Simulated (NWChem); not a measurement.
System: CH3F3OSi; SMILES CO[Si](F)(F)F

Input file for NWChem:

```
start job
memory heap 200 mb stack 900 mb global 1100 mb
geometry units angstroms
  C     -2.313076    -0.118344    -0.844754
  O     -1.066158     0.490472    -0.600421
  Si     0.275278     0.026609     0.095676
  F      0.983433    -1.223074    -0.570204
  F      1.249530     1.256825    -0.008852
  F      0.140092    -0.369301     1.622398
  H     -2.791136    -0.398356     0.095508
  H     -2.190942    -1.005975    -1.464936
  H     -2.934069     0.615364    -1.357658
end
basis spherical
  * library def2-svp
end
dft
  xc pbe0
  iterations 150
end
driver
  maxiter 120
end
task dft optimize
task dft freq
```

Excerpt of the output:

```
             Northwest Computational Chemistry Package (NWChem) 7.3.0
             --------------------------------------------------------

 C1  symmetry detected

                             Geometry "geometry" -> ""
                             -------------------------

 Output coordinates in angstroms (scale by  1.889725989 to convert to a.u.)

  No.       Tag          Charge          X              Y              Z
 ---- ---------------- ---------- -------------- -------------- --------------
    1 C                    6.0000    -0.06970039     2.37039167    -0.00128696
    2 O                    8.0000     0.55004132     1.10505383    -0.00066479
    3 Si                  14.0000     0.02399164    -0.38573180    -0.00002065
    4 F                    9.0000    -0.86258537    -0.78855953    -1.24833884
    5 F                    9.0000     1.31366745    -1.28587359    -0.00237530
    6 F                    9.0000    -0.85822606    -0.78830809     1.25118848
    7 H                    1.0000    -0.68717849     2.49266582     0.89023451
    8 H                    1.0000    -0.69028166     2.49248682    -0.88864421
    9 H                    1.0000     0.72374476     3.11698283     0.00746990

 Effective nuclear repulsion energy (a.u.)     349.7703145119

                                Z-matrix (autoz)
                                --------

 Units are Angstrom for bonds and degrees for angles

      Type          Name      I     J     K     L     M      Value
      ----------- --------  ----- ----- ----- ----- ----- ----------
    1 Stretch                  1     2                       1.40896
    2 Stretch                  1     7                       1.09135
    3 Stretch                  1     8                       1.08969
    4 Stretch                  1     9                       1.08951
    5 Stretch                  2     3                       1.58088
    6 Stretch                  3     4                       1.58322
    7 Stretch                  3     5                       1.57274
    8 Stretch                  3     6                       1.58300
    9 Bend                     1     2     3               134.46887
   10 Bend                     2     1     7               110.43396
   11 Bend                     2     1     8               110.57809
   12 Bend                     2     1     9               107.16173
   13 Bend                     2     3     4               115.21104
   14 Bend                     2     3     5               105.47716
   15 Bend                     2     3     6               115.18797
   16 Bend                     4     3     5               108.20342
   17 Bend                     4     3     6               104.26567
   18 Bend                     5     3     6               108.21787
   19 Bend                     7     1     8               109.29563
   20 Bend                     7     1     9               109.19009
   21 Bend                     8     1     9               110.15187
   22 Torsion                  1     2     3     4          60.64104
   23 Torsion                  1     2     3     5         179.89199
   24 Torsion                  1     2     3     6         -60.85242
   25 Torsion                  3     2     1     7          60.67451
   26 Torsion                  3     2     1     8         -60.42614
   27 Torsion                  3     2     1     9         179.50233

                           NWChem Geometry Optimization
                           ----------------------------

 maximum gradient threshold         (gmax) =   0.000450
 rms gradient threshold             (grms) =   0.000300
 maximum cartesian step threshold   (xmax) =   0.001800
 rms cartesian step threshold       (xrms) =   0.001200
 fixed trust radius                (trust) =   0.300000
 source of zmatrix                         =   autoz

          -------------------
          Energy Minimization
          -------------------

 Using diagonal initial Hessian
 Scaling for Hessian diagonals: bonds = 1.00  angles = 0.25  torsions = 0.10

          --------
          Step   0

                                 NWChem DFT Module
                                 -----------------

 Summary of "ao basis" -> "ao basis" (spherical)
 ------------------------------------------------------------------------------
       Tag                 Description            Shells   Functions and Types
 ---------------- ------------------------------  ------  ---------------------
 C                          def2-svp                 6       14   3s2p1d
 O                          def2-svp                 6       14   3s2p1d
 Si                         def2-svp                 8       18   4s3p1d
 F                          def2-svp                 6       14   3s2p1d
 H                          def2-svp                 3        5   2s1p

            General Information
            -------------------
          SCF calculation type: DFT
          Wavefunction type:  closed shell.
          No. of atoms     :     9
          No. of electrons :    58
           Alpha electrons :    29
            Beta electrons :    29
          Charge           :     0
          Spin multiplicity:     1
          Use of symmetry is: off; symmetry adaption is: off
          Maximum number of iterations: 150
          AO basis - number of functions:   103
                     number of shells:    47
          Convergence on energy requested:  1.00D-06
          Convergence on density requested:  1.00D-05
          Convergence on gradient requested:  5.00D-04

              XC Information
              --------------
                         PBE0 Method XC Functional
                     Hartree-Fock (Exact) Exchange  0.250
          PerdewBurkeErnzerhof Exchange Functional  0.750
            Perdew 1991 LDA Correlation Functional  1.000 local
           PerdewBurkeErnz. Correlation Functional  1.000 non-local

             Grid Information
             ----------------
          Grid used for XC integration:  medium
          Radial quadrature: Mura-Knowles
          Angular quadrature: Lebedev.
          Tag              B.-S. Rad. Rad. Pts. Rad. Cut. Ang. Pts.
          ---              ---------- --------- --------- ---------
          C                   0.70       49          10.0       434
          O                   0.60       49           7.0       434
          Si                  1.10       88          10.0       590
          F                   0.50       49          11.0       434
          H                   0.35       45          11.0       434
          Grid pruning is: on
          Number of quadrature shells:   468
          Spatial weights used:  Erf1

      Superposition of Atomic Density Guess
      -------------------------------------

 Sum of atomic energies:        -700.42987986

      Non-variational initial energy
      ------------------------------

 Total energy =    -702.266761
 1-e energy   =   -1668.865303
 2-e energy   =     616.828228
 HOMO         =      -0.405849
 LUMO         =       0.050348

   convergence    iter        energy       DeltaE   RMS-Dens  Diis-err
 ---------------- ----- ----------------- --------- --------- ---------
 d= 0,ls=0.0,diis     1   -703.3089727245 -1.05D+03  1.32D-02  1.14D+00
 d= 0,ls=0.0,diis     2   -703.2978833097  1.11D-02  6.24D-03  1.55D+00
 d= 0,ls=0.0,diis     3   -703.4268629783 -1.29D-01  6.71D-04  1.47D-02
 d= 0,ls=0.0,diis     4   -703.4279096070 -1.05D-03  2.12D-04  9.55D-04
 d= 0,ls=0.0,diis     5   -703.4279926927 -8.31D-05  5.61D-05  8.54D-05
  Resetting Diis
 d= 0,ls=0.0,diis     6   -703.4280014625 -8.77D-06  1.24D-05  5.35D-06
 d= 0,ls=0.0,diis     7   -703.4280018726 -4.10D-07  8.58D-06  6.58D-07

         Total DFT energy =     -703.428001872629
      One electron energy =    -1671.782129226332
           Coulomb energy =      685.731440016553
    Exchange-Corr. energy =      -67.147627174741
 Nuclear repulsion energy =      349.770314511891

 Numeric. integr. density =       57.999993747353

                       DFT Final Molecular Orbital Analysis
                       ------------------------------------

[...]

      ----------------------
      Optimization converged
      ----------------------

  Step       Energy      Delta E   Gmax     Grms     Xrms     Xmax
  ---- ---------------- -------- -------- -------- -------- --------
@    6    -703.43064421  6.8D-08  0.00004  0.00002  0.00032  0.00077
                                     ok       ok       ok       ok

                                Z-matrix (autoz)
                                --------

 Units are Angstrom for bonds and degrees for angles

      Type          Name      I     J     K     L     M      Value     Gradient
      ----------- --------  ----- ----- ----- ----- ----- ---------- ----------
    1 Stretch                  1     2                       1.40977    0.00004
    2 Stretch                  1     7                       1.10228   -0.00003
    3 Stretch                  1     8                       1.10227   -0.00003
    4 Stretch                  1     9                       1.09850   -0.00003
    5 Stretch                  2     3                       1.61306    0.00001
    6 Stretch                  3     4                       1.59789    0.00002
    7 Stretch                  3     5                       1.59034    0.00004
    8 Stretch                  3     6                       1.59788    0.00002
    9 Bend                     1     2     3               127.99555   -0.00001
   10 Bend                     2     1     7               111.33514   -0.00000
   11 Bend                     2     1     8               111.33023   -0.00000
   12 Bend                     2     1     9               108.13766   -0.00000
   13 Bend                     2     3     4               112.11073   -0.00001
   14 Bend                     2     3     5               108.59434    0.00001
   15 Bend                     2     3     6               112.11486   -0.00001
   16 Bend                     4     3     5               108.66471   -0.00000
   17 Bend                     4     3     6               106.59107    0.00001
   18 Bend                     5     3     6               108.65959   -0.00000
   19 Bend                     7     1     8               108.89642    0.00000
   20 Bend                     7     1     9               108.52839    0.00000
   21 Bend                     8     1     9               108.53079    0.00000
   22 Torsion                  1     2     3     4          59.83650   -0.00000
   23 Torsion                  1     2     3     5         179.91197   -0.00000
   24 Torsion                  1     2     3     6         -60.01636   -0.00000
   25 Torsion                  3     2     1     7          60.79460   -0.00000
   26 Torsion                  3     2     1     8         -60.92592   -0.00000
   27 Torsion                  3     2     1     9         179.93433   -0.00000

                         Geometry "geometry" -> "geometry"
                         ---------------------------------

 Output coordinates in angstroms (scale by  1.889725989 to convert to a.u.)

  No.       Tag          Charge          X              Y              Z
 ---- ---------------- ---------- -------------- -------------- --------------
    1 C                    6.0000    -0.07339071     2.33302091     0.00146027
    2 O                    8.0000     0.64587540     1.12054575     0.00071413
    3 Si                  14.0000     0.05921630    -0.38205395     0.00023169
    4 F                    9.0000    -0.85281195    -0.67121766    -1.27954978
    5 F                    9.0000     1.27888744    -1.40263447    -0.00289611
    6 F                    9.0000    -0.84831448    -0.67390855     1.28258964
    7 H                    1.0000    -0.70861004     2.42193403     0.89790671
    8 H                    1.0000    -0.70734356     2.42368320    -0.89569684
    9 H                    1.0000     0.64996479     3.15973871     0.00280243

 Effective nuclear repulsion energy (a.u.)     347.3713071616

                Final and change from initial internal coordinates
                --------------------------------------------------

                                Z-matrix (autoz)
                                --------

 Units are Angstrom for bonds and degrees for angles

[...]

 Rotational Constants
 --------------------
 A=   0.129133 cm-1  (  0.185789 K)
 B=   0.073468 cm-1  (  0.105701 K)
 C=   0.072649 cm-1  (  0.104523 K)

 Temperature                      =   298.15K
 frequency scaling parameter      =   1.0000

 Zero-Point correction to Energy  =   32.859 kcal/mol  (  0.052364 au)
 Thermal correction to Energy     =   37.487 kcal/mol  (  0.059739 au)
 Thermal correction to Enthalpy   =   38.079 kcal/mol  (  0.060683 au)

 Total Entropy                    =   87.089 cal/mol-K
   - Translational                =   40.142 cal/mol-K (mol. weight = 115.9905)
   - Rotational                   =   27.238 cal/mol-K (symmetry #  =        1)
   - Vibrational                  =   19.709 cal/mol-K

 Cv (constant volume heat capacity) =   22.653 cal/mol-K
   - Translational                  =    2.979 cal/mol-K
   - Rotational                     =    2.979 cal/mol-K
   - Vibrational                    =   16.695 cal/mol-K

[normal modes left out]

 ----------------------------------------------------------------------------
 Normal Eigenvalue ||           Projected Infra Red Intensities
  Mode   [cm**-1]  || [atomic units] [(debye/angs)**2] [(KM/mol)] [arbitrary]
 ------ ---------- || -------------- ----------------- ---------- -----------
    1       -0.000 ||    0.000043           0.001         0.042       0.009
    2       -0.000 ||    0.000361           0.008         0.352       0.078
    3        0.000 ||    0.000558           0.013         0.544       0.120
    4        0.000 ||    0.000871           0.020         0.849       0.188
    5        0.000 ||    0.000023           0.001         0.022       0.005
    6        0.000 ||    0.000589           0.014         0.575       0.127
    7       31.793 ||    0.002951           0.068         2.876       0.637
    8       82.271 ||    0.000122           0.003         0.119       0.026
    9      127.854 ||    0.005600           0.129         5.460       1.209
   10      259.052 ||    0.000020           0.000         0.019       0.004
   11      259.985 ||    0.005072           0.117         4.944       1.095
   12      357.816 ||    0.049385           1.139        48.143      10.665
   13      374.636 ||    0.053637           1.237        52.288      11.583
   14      407.773 ||    0.042981           0.992        41.900       9.282
   15      728.642 ||    0.006212           0.143         6.056       1.341
   16      943.283 ||    0.164445           3.794       160.310      35.512
   17      999.003 ||    0.208006           4.799       202.775      44.918
   18     1025.067 ||    0.196295           4.529       191.359      42.390
   19     1178.692 ||    0.000082           0.002         0.080       0.018
   20     1183.305 ||    0.074381           1.716        72.510      16.062
   21     1247.218 ||    0.344022           7.937       335.369      74.291
   22     1475.549 ||    0.008612           0.199         8.396       1.860
   23     1478.983 ||    0.007059           0.163         6.881       1.524
   24     1479.903 ||    0.002291           0.053         2.233       0.495
   25     3045.759 ||    0.042530           0.981        41.461       9.184
   26     3137.259 ||    0.020769           0.479        20.247       4.485
   27     3172.423 ||    0.013383           0.309        13.046       2.890
 ----------------------------------------------------------------------------
```

Level: PBE0/def2-SVP.
